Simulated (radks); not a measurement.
Values are calculated unless marked as measured or tabulated.
These are the eigenvalues of the occupied orbitals of an atom or ion with whole-number occupations (Ry). Code: a radial shooting solver on a logarithmic mesh with Libxc functionals. Model: scalar-relativistic Kohn-Sham, LDA (Slater exchange, VWN5 correlation), spin-polarised, spherical densities, finite nucleus; Fermi nuclear charge, rms radius of each element as measured or else 0.836 A^(1/3) + 0.57 fm.

1s up: -471.3835
1s down: -471.3824
2s up: -54.54284
2s down: -54.37994
2p up: -46.26205
2p down: -46.13596
3s up: -6.38373
3s down: -6.02057
3p up: -4.10987
3p down: -3.75551
3d up: -0.61168
4s up: -0.41873
4s down: -0.34117

Which element is it, and in what charge state? The configuration may be excited. Open shells, if any, are filled with parallel spins first.

Answer. Z = 25, manganese, charge 0: Mn in [Ar] 3d5 4s2. The list shows which subshells hold electrons but not how many an open one holds; the 1s level, -235.69 hartree, gives Z - s = 21.7 by -(Z - s)^2/2, which with screening and relativity narrows Z to a few neighbours, and the depths of the outer levels then fix element, charge and occupations together.
